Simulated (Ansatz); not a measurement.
**Molecular dynamics of Si16Au**

input.yaml

```yaml
accuracy: low
crystal:
  lattice:
    - [0.0, 5.43, 5.43]
    - [5.43, 0.0, 5.43]
    - [5.43, 5.43, 0.0]
  atoms:
    - { symbol: Si, position: [0.00898337, -0.01435903, -0.01071794] }
    - { symbol: Si, position: [0.13112259, 0.09703456, 0.12135582] }
    - { symbol: Si, position: [0.04976074, -0.03355876, 0.46802241] }
    - { symbol: Si, position: [0.1676634, 0.10562714, 0.63001535] }
    - { symbol: Si, position: [-0.02052349, 0.4846175, 0.01282933] }
    - { symbol: Si, position: [0.13493944, 0.62224932, 0.13028766] }
    - { symbol: Si, position: [-0.04355374, 0.59014142, 0.46221812] }
    - { symbol: Si, position: [0.13528898, 0.60366306, 0.6404526] }
    - { symbol: Si, position: [0.52203617, -0.01718831, -0.05671174] }
    - { symbol: Si, position: [0.64310679, 0.12843293, 0.03349806] }
    - { symbol: Si, position: [0.49519732, 0.06640397, 0.40259972] }
    - { symbol: Si, position: [0.62035623, 0.14209072, 0.58004606] }
    - { symbol: Si, position: [0.49636165, 0.53494936, -0.06485819] }
    - { symbol: Si, position: [0.6121866, 0.61332668, 0.11096403] }
    - { symbol: Si, position: [0.50346986, 0.57134372, 0.47780869] }
    - { symbol: Si, position: [0.60897742, 0.70828337, 0.58462626] }
    - { symbol: Au, position: [0.82083228, 0.32165392, 0.55396046], spin: 1.0 }
magnetization:
  spin_polarized: true
basis:
  ecutwfc: 420.0
kpoints:
  mp_grid: { grid: [2, 2, 2] }
hamiltonian:
  xc: pbesol
  pseudopotentials: { kind: paw, azcp: { folder: soft_1 } }
scf:
  occupations: { method: fermi_dirac, width: 0.02 }
  lower_state_search: "off"
md:
  timestep: 2
  n_steps: 300
  ensemble: nve
  temperature: 2100.0
  initial_velocities: maxwell_boltzmann
  seed: 521259
```

Run as:

```bash
$ ansatz run input.yaml --threads 2 --pin off --max-ram 5120MiB --backend cpu --events-out ev --progress --plain --runs-dir out
```

It goes on from the last frame of an earlier run, with new velocities.

Output, in part (warnings, step lines):

```
WARN: the starting moments were not kept: the SCF closed with an absolute magnetisation of 6.1e-5 μB, where they sum to 1 μB in size (1 site). That is at most 0.1 of that sum. Measured as dr2_m measures the in/out step, that magnetisation stands 8.1e-11 eV from none, at or under the dr2_threshold …
md step     0: t =     0.00 fs  T =  2100.0 K  F+E_penalty+E_count = -22946.90612571 eV  E_kin = 4.343136 eV  conserved = -22942.56298974 eV  (15 SCF iters)
md step     1: t =     2.00 fs  T =  2082.2 K  F+E_penalty+E_count = -22946.86939895 eV  E_kin = 4.306337 eV  conserved = -22942.56306154 eV  (7 SCF iters)
md step     2: t =     4.00 fs  T =  2056.9 K  F+E_penalty+E_count = -22946.81647542 eV  E_kin = 4.253912 eV  conserved = -22942.56256317 eV  (7 SCF iters)
md step     3: t =     6.00 fs  T =  2027.1 K  F+E_penalty+E_count = -22946.75417530 eV  E_kin = 4.192362 eV  conserved = -22942.56181336 eV  (7 SCF iters)
md step     4: t =     8.00 fs  T =  1997.3 K  F+E_penalty+E_count = -22946.69215950 eV  E_kin = 4.130769 eV  conserved = -22942.56139087 eV  (7 SCF iters)
md step     5: t =    10.00 fs  T =  1970.0 K  F+E_penalty+E_count = -22946.63580511 eV  E_kin = 4.074256 eV  conserved = -22942.56154896 eV  (7 SCF iters)
md step     6: t =    12.00 fs  T =  1944.3 K  F+E_penalty+E_count = -22946.58320071 eV  E_kin = 4.021173 eV  conserved = -22942.56202802 eV  (7 SCF iters)
md step     7: t =    14.00 fs  T =  1917.5 K  F+E_penalty+E_count = -22946.52809957 eV  E_kin = 3.965613 eV  conserved = -22942.56248655 eV  (7 SCF iters)
[... lines left out ...]
md step   300: t =   600.00 fs  T =  1360.2 K  F+E_penalty+E_count = -22945.37204165 eV  E_kin = 2.813016 eV  conserved = -22942.55902601 eV  (7 SCF iters)
```

The steps, from the saved trajectory:

```tsv
time (fs)	T (K)	potential energy less start (eV)	conserved less start (meV/atom)
0	2100	0.000	0.00
20	1810	0.600	0.07
40	1896	0.420	-0.12
60	1074	2.127	0.27
80	1122	2.026	0.15
100	952	2.379	0.24
120	1035	2.205	0.19
140	1426	1.397	0.20
160	1436	1.375	0.03
180	1184	1.897	0.20
200	1744	0.738	0.02
220	1030	2.218	0.29
240	1181	1.904	0.25
260	1451	1.347	0.29
280	1736	0.751	-0.04
300	1333	1.588	0.14
320	1851	0.515	-0.01
340	1628	0.979	0.23
360	1637	0.959	0.03
380	1216	1.832	0.16
400	1428	1.393	0.21
420	1552	1.131	-0.07
440	1155	1.955	0.02
460	1201	1.864	0.21
480	1353	1.545	0.05
500	788	2.720	0.42
520	1294	1.669	0.13
540	1217	1.831	0.23
560	1413	1.422	0.09
580	1203	1.861	0.37
600	1360	1.534	0.23
```

All steps were run. The conserved energy stayed within 0.55 meV per atom of its start (net change 0.23 meV per atom), so the integration is sound. A run of 0.6 ps of so small a system gives no equilibrium averages. Limits of this set-up: coarse k mesh, PAW files made for another functional, a small cell, in which the defect meets its images, low accuracy level.

Mean squared displacements from the first frame to the last, about the centre of mass: Si 1.16 Å², Au 1.44 Å².

Last frame:

```xyz
17
Lattice="0.0000 5.4300 5.4300 5.4300 0.0000 5.4300 5.4300 5.4300 0.0000" Properties=species:S:1:pos:R:3
Si -0.103 0.035 0.636
Si 1.265 1.447 2.506
Si 2.406 2.170 0.599
Si 3.724 3.808 1.611
Si 2.852 0.070 3.894
Si 3.941 1.698 5.149
Si 4.974 3.199 3.430
Si 6.819 3.708 4.623
Si -0.991 2.144 2.886
Si 1.385 4.179 4.303
Si 1.624 4.928 2.160
Si 2.763 6.207 4.219
Si 2.642 3.466 6.113
Si 4.360 4.420 8.008
Si 5.171 4.843 5.637
Si 6.409 7.558 7.373
Au 5.263 7.206 5.150
```

Time of the run: 41 min on 2 threads of Arm Neoverse V1, on a shared host, peak memory 0.72 GiB.
